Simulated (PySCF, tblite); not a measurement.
Isomers of C6H10N2Si. Computed with GFN2-xTB (tblite): harmonic, unscaled wavenumbers at the GFN2-xTB geometry, gas phase. Against measured fundamentals such values can be off by several per cent, at times by over 20. Modes of hydrogen on silicon can be 10 to 20 % off. One conformer each.

Electronic energies: PBE0-D3(BJ)/def2-SVP at its own geometries (PySCF, gas phase).

```json
{"SMILES": "N[SiH2]Nc1ccccc1", "electronic energy, lowest = 0 (kcal/mol)": "0.0"}
{"SMILES": "[SiH3]NNc1ccccc1", "electronic energy, lowest = 0 (kcal/mol)": "46.0"}
{"SMILES": "[SiH3]c1ccnn1C1CC1", "electronic energy, lowest = 0 (kcal/mol)": "65.0"}
{"SMILES": "CCc1nnccc1[SiH3]", "electronic energy, lowest = 0 (kcal/mol)": "61.6"}
```

How do GFN2-xTB zero-point energies change the relative energies?

```json
{"SMILES": "N[SiH2]Nc1ccccc1", "ZPE (kcal/mol)": "91.6", "of it from modes above 1550 cm⁻¹": "47.8", "electronic (kcal/mol)": "0.0", "with ZPE, lowest = 0 (kcal/mol)": "0.0", "lowest mode (cm⁻¹)": "57", "rings": "1"}
{"SMILES": "[SiH3]NNc1ccccc1", "ZPE (kcal/mol)": "90.0", "of it from modes above 1550 cm⁻¹": "45.9", "electronic (kcal/mol)": "46.0", "with ZPE, lowest = 0 (kcal/mol)": "44.4", "lowest mode (cm⁻¹)": "54", "rings": "1"}
{"SMILES": "CCc1nnccc1[SiH3]", "ZPE (kcal/mol)": "89.9", "of it from modes above 1550 cm⁻¹": "40.1", "electronic (kcal/mol)": "61.6", "with ZPE, lowest = 0 (kcal/mol)": "59.8", "lowest mode (cm⁻¹)": "72", "rings": "1"}
{"SMILES": "[SiH3]c1ccnn1C1CC1", "ZPE (kcal/mol)": "90.7", "of it from modes above 1550 cm⁻¹": "40.9", "electronic (kcal/mol)": "65.0", "with ZPE, lowest = 0 (kcal/mol)": "64.0", "lowest mode (cm⁻¹)": "29", "rings": "2"}
```

The zero-point energies span 1.7 kcal/mol, from `CCc1nnccc1[SiH3]` to `N[SiH2]Nc1ccccc1`. The order is unchanged.

And how do the electronic energies of GFN2-xTB itself compare?

`N[SiH2]Nc1ccccc1` 0.0; `[SiH3]NNc1ccccc1` 33.0; `CCc1nnccc1[SiH3]` 46.0; `[SiH3]c1ccnn1C1CC1` 40.9 kcal/mol, lowest = 0. Against the energies above, taken from the same isomer `N[SiH2]Nc1ccccc1`, the largest difference is 24.1 kcal/mol. The two levels were optimised apart and needn't hold the same conformer.

What do entropy and thermal enthalpy add at 298.15 K and 1 bar (rigid rotor, harmonic oscillator, one conformer each)?

| SMILES | point group | symmetry number | S (cal/(mol K)) | H − H(0) (kcal/mol) | ZPE + H − H(0) − TS (kcal/mol) |
| --- | --- | --- | --- | --- | --- |
| N[SiH2]Nc1ccccc1 | C1 | 1 | 97.1 | 6.82 | 69.5 |
| [SiH3]NNc1ccccc1 | C1 | 1 | 96.7 | 6.72 | 67.9 |
| CCc1nnccc1[SiH3] | C1 | 1 | 97.6 | 6.90 | 67.7 |
| [SiH3]c1ccnn1C1CC1 | C1 | 1 | 96.7 | 6.55 | 68.4 |
